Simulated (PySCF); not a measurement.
BeB at PBE0

Level: PBE0. Be aug-cc-pVDZ, B aug-cc-pVDZ; no relativity (PySCF 2.14).

```json
{
 "state": "⁴Σ⁻ (quartet), unpaired electrons σ ↑, π ↑↑, a second solution, started from another occupation",
 "bond length": "1.711 Å",
 "harmonic wavenumber": "959 cm⁻¹",
 "force constant": "2.69 mdyn/Å",
 "rotational constant Be": "1.162 cm⁻¹",
 "anharmonicity ωexe": "6.99 cm⁻¹",
 "vibration–rotation constant αe": "0.0124 cm⁻¹",
 "energy of the minimum from ground-state Be + B": "-1.01 eV",
 "bond order (Mayer)": "1.85",
 "dipole moment (positive dipole means Be(−)B(+))": "-2.37 D"
}
```
